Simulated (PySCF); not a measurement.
**Mayer bond orders and bond lengths**

C₃H₆O₅S.
Atom-mapped SMILES: `[CH3:1][S:2](=[O:3])(=[O:4])[O:5][CH2:6][C:7](=[O:8])[OH:9]` (hydrogens: H10, H11, H12 on C1; H13, H14 on C6; H15 on O9)

Structure used (GFN2-xTB), in Å, numbered top down from 1:
```xyz
15
C3H6O5S angstrom
C     -1.8907    0.7770    0.5079
S     -1.0226    0.0387   -0.8797
O      0.0193    0.8949   -1.3587
O     -1.9799   -0.4535   -1.8125
O     -0.3240   -1.2284   -0.1349
C      1.0703   -1.3232   -0.2794
C      1.8042   -0.0492    0.1145
O      2.8682    0.2745   -0.3256
O      1.1837    0.6211    1.0929
H     -2.5809    0.0306    0.8745
H     -1.1559    1.0424    1.2543
H     -2.4196    1.6478    0.1436
H      1.3456   -1.5634   -1.3115
H      1.3959   -2.1338    0.3814
H      1.6821    1.4325    1.2869
```

Bond orders from the PBE0/pcSseg-1 density (PySCF). The structure is a single GFN2-xTB conformer in the gas phase; no vibrational or solvent corrections.

Q: Where do the orders between heavy atoms depart from those drawn in the SMILES?

A: The largest departure is 0.286, at S2–O3 (drawn double, 1.714). Drawn single, order below 0.88: S2–O5 (0.873) and O5–C6 (0.866).

Q: Give the Mayer order of every bond, beside its length.

A: 
| bond | drawn as | length (Å) | Mayer order |
| --- | --- | --- | --- |
| C1–S2 | single | 1.796 | 0.953 |
| S2–O3 | double | 1.431 | 1.714 |
| S2–O4 | double | 1.424 | 1.849 |
| S2–O5 | single | 1.627 | 0.873 |
| O5–C6 | single | 1.405 | 0.866 |
| C6–C7 | single | 1.522 | 0.952 |
| C7–O8 | double | 1.196 | 1.995 |
| C7–O9 | single | 1.339 | 1.091 |
| C1–H10 | single | 1.081 | 0.936 |
| C1–H11 | single | 1.080 | 0.928 |
| C1–H12 | single | 1.082 | 0.938 |
| C6–H13 | single | 1.095 | 0.945 |
| C6–H14 | single | 1.095 | 0.924 |
| O9–H15 | single | 0.972 | 0.922 |

Bonds between the same two heavy elements. O–S: lowest S2–O5 (0.873, 1.627 Å), highest S2–O4 (1.849, 1.424 Å). C–O: lowest O5–C6 (0.866, 1.405 Å), highest C7–O8 (1.995, 1.196 Å).

Q: Sum the orders of all bonds at each heavy atom with more than one neighbour and set the sums beside the valence in the SMILES.

A: C1 3.755 (drawn 4), S2 5.389 (drawn 6), O5 1.739 (drawn 2), C6 3.687 (drawn 4), C7 4.038 (drawn 4), O9 2.013 (drawn 2). Orders between atoms that aren't bonded are not in these sums.

For a closed shell the Mayer order of atoms A and B is Σ (PS)μν (PS)νμ over the basis functions μ on A and ν on B, with P the density and S the overlap matrix.

The run behind these numbers computed NMR shieldings as well. Hardware: one thread of an Arm Neoverse N1 (shared host). Cost: 58 s, 0.84 GiB resident at most.
